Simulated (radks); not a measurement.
Question: These are the eigenvalues of the occupied orbitals of an atom or ion with whole-number occupations (Ry). Calculated with a radial shooting solver on a logarithmic mesh with Libxc functionals: scalar-relativistic Kohn-Sham, PBE, spin-polarised, spherical densities, finite nucleus; Fermi nuclear charge, rms radius of each element as measured or else 0.836 A^(1/3) + 0.57 fm.

1s down: -323.1863
1s up: -323.1859
2s up: -34.86311
2s down: -34.84796
2p up: -28.53562
2p down: -28.52388
3s up: -4.06779
3s down: -4.01052
3p up: -2.49424
3p down: -2.43680
4s up: -0.31606
4s down: -0.29614
3d up: -0.25811

Which element is it, and in what charge state? The configuration may be excited. Open shells, if any, are filled with parallel spins first.

Answer: Z = 21, scandium, charge 0: Sc in [Ar] 3d1 4s2. The list shows which subshells hold electrons but not how many an open one holds; the 1s level, -161.59 hartree, gives Z - s = 18.0 by -(Z - s)^2/2, which with screening and relativity narrows Z to a few neighbours, and the depths of the outer levels then fix element, charge and occupations together.
